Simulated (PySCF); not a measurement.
C8H8O2, SMILES COc1ccc(C=O)cc1, GFN2-xTB optimised geometry.

```
18

C     -0.95    -3.11    -0.02
O     -1.57    -1.85     0.00
C     -0.79    -0.74     0.00
C     -1.48     0.48     0.00
C     -0.79     1.67     0.00
C      0.61     1.68     0.00
C      1.35     2.93     0.00
O      2.56     3.04    -0.01
C      1.29     0.46     0.00
C      0.60    -0.74     0.00
H     -1.77    -3.84    -0.02
H     -0.34    -3.25    -0.91
H     -0.33    -3.27     0.87
H     -2.56     0.46     0.00
H     -1.33     2.61     0.00
H      0.71     3.84     0.00
H      2.37     0.47     0.00
H      1.16    -1.66     0.00
```

Density from B3LYP/def2-SVP run with PySCF at that geometry.

Minimum of the electron density along straight lines between bonded atoms, close to the bond critical point (lines longer than 1.1 times the sum of covalent radii, or with two minima, are not listed):

```json
[
 {"bond": "C1–O2", "length / Å": "1.409", "ρ at the minimum / e bohr⁻³": "0.254", "∇²ρ there / e bohr⁻⁵": "-0.34", "position (fraction from the first atom)": "0.34"},
 {"bond": "O2–C3", "length / Å": "1.352", "ρ at the minimum / e bohr⁻³": "0.291", "∇²ρ there / e bohr⁻⁵": "-0.29", "position (fraction from the first atom)": "0.67"},
 {"bond": "C3–C4", "length / Å": "1.401", "ρ at the minimum / e bohr⁻³": "0.310", "∇²ρ there / e bohr⁻⁵": "-0.81", "position (fraction from the first atom)": "0.52"},
 {"bond": "C4–C5", "length / Å": "1.374", "ρ at the minimum / e bohr⁻³": "0.319", "∇²ρ there / e bohr⁻⁵": "-0.83", "position (fraction from the first atom)": "0.50"},
 {"bond": "C5–C6", "length / Å": "1.398", "ρ at the minimum / e bohr⁻³": "0.307", "∇²ρ there / e bohr⁻⁵": "-0.78", "position (fraction from the first atom)": "0.51"},
 {"bond": "C6–C7", "length / Å": "1.461", "ρ at the minimum / e bohr⁻³": "0.281", "∇²ρ there / e bohr⁻⁵": "-0.71", "position (fraction from the first atom)": "0.50"},
 {"bond": "C7–O8", "length / Å": "1.207", "ρ at the minimum / e bohr⁻³": "0.411", "∇²ρ there / e bohr⁻⁵": "0.45", "position (fraction from the first atom)": "0.33"},
 {"bond": "C6–C9", "length / Å": "1.395", "ρ at the minimum / e bohr⁻³": "0.309", "∇²ρ there / e bohr⁻⁵": "-0.78", "position (fraction from the first atom)": "0.50"},
 {"bond": "C3–C10", "length / Å": "1.395", "ρ at the minimum / e bohr⁻³": "0.310", "∇²ρ there / e bohr⁻⁵": "-0.80", "position (fraction from the first atom)": "0.52"},
 {"bond": "C9–C10", "length / Å": "1.379", "ρ at the minimum / e bohr⁻³": "0.316", "∇²ρ there / e bohr⁻⁵": "-0.82", "position (fraction from the first atom)": "0.50"},
 {"bond": "C1–H11", "length / Å": "1.089", "ρ at the minimum / e bohr⁻³": "0.286", "∇²ρ there / e bohr⁻⁵": "-1.12", "position (fraction from the first atom)": "0.64"},
 {"bond": "C1–H12", "length / Å": "1.094", "ρ at the minimum / e bohr⁻³": "0.281", "∇²ρ there / e bohr⁻⁵": "-1.07", "position (fraction from the first atom)": "0.64"},
 {"bond": "C1–H13", "length / Å": "1.094", "ρ at the minimum / e bohr⁻³": "0.281", "∇²ρ there / e bohr⁻⁵": "-1.07", "position (fraction from the first atom)": "0.64"},
 {"bond": "C4–H14", "length / Å": "1.079", "ρ at the minimum / e bohr⁻³": "0.284", "∇²ρ there / e bohr⁻⁵": "-1.09", "position (fraction from the first atom)": "0.63"},
 {"bond": "C5–H15", "length / Å": "1.080", "ρ at the minimum / e bohr⁻³": "0.285", "∇²ρ there / e bohr⁻⁵": "-1.09", "position (fraction from the first atom)": "0.63"},
 {"bond": "C7–H16", "length / Å": "1.109", "ρ at the minimum / e bohr⁻³": "0.275", "∇²ρ there / e bohr⁻⁵": "-1.02", "position (fraction from the first atom)": "0.63"},
 {"bond": "C9–H17", "length / Å": "1.080", "ρ at the minimum / e bohr⁻³": "0.287", "∇²ρ there / e bohr⁻⁵": "-1.13", "position (fraction from the first atom)": "0.64"},
 {"bond": "C10–H18", "length / Å": "1.079", "ρ at the minimum / e bohr⁻³": "0.284", "∇²ρ there / e bohr⁻⁵": "-1.07", "position (fraction from the first atom)": "0.63"}
]
```
